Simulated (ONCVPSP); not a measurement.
Building the ONCV potential for Hf (Z = 72) (LDA (Perdew-Wang 92), scalar-relativistic).

ONCVPSP 4.0.1 input, shortened (lines: element, Z, core and valence counts, functional; n l f; lmax; l rc ep ncon nbas qcut; lloc lpopt rc5 dvloc0; l nproj debl; icmod fcfact rcfact), LDA (Perdew-Wang 92), scalar-relativistic:

```
  Hf 72.00   12    2  -001012      upf
    1    0    2.00
    2    0    2.00
    2    1    6.00
    3    0    2.00
    3    1    6.00
    3    2   10.00
    4    0    2.00
    4    1    6.00
    4    2   10.00
    4    3   14.00
    5    0    2.00
    5    1    6.00
    5    2    2.00
    6    0    1.50
    2
    0    2.15    0.00    3    7    2.70
    1    2.85    0.28    5    8    2.90
    2    3.00    0.00    3    8    5.30
    4    4    1.95    0.00
    0    2    0.80
    1    2    1.40
    2    2    3.60
    2    0.50    0.90
```

In the p channel the program set the typed energies aside and used 0.050, 1.450 Ha.

All-electron outer shells of the reference configuration (LDA (PZ), scalar-relativistic, ld1.x):

```csv
shell,level (eV),outermost node (bohr),outermost maximum (bohr)
4f,-20.38,–,0.45
6s,-8.17,1.36,2.82
5d,-6.04,0.67,1.69
```

(1) Estimate the cutoffs (Ha) at which the residual kinetic energy of the hardest occupied pseudo-wave falls to 1 and 0.1 mHa per electron.

(2) What does a ghost test show?

(3) Which valence shell sets the plane-wave cutoff?

(4) Tests: 5d2 6s2; 5d2 6s1; 5d2 6s0; 5d2.5 6s1.5. Which has the largest error in its energy relative to the reference configuration, and how large is it?

## Answers

(1) 17 Ha and 34 Ha.

(2) Ghosts flagged at negative energy: s at -244.3 eV, p at -34.1 eV; GHOST(+) flagged for s at 43.2 eV. A true bound ghost makes a file unfit for plane-wave use.

(3) 6s: 17 Ha for 1 mHa per electron, against 9 Ha for 5d.

(4) 5d2 6s0, with -9.3 meV (all-electron minus pseudo) on +19.34 eV.
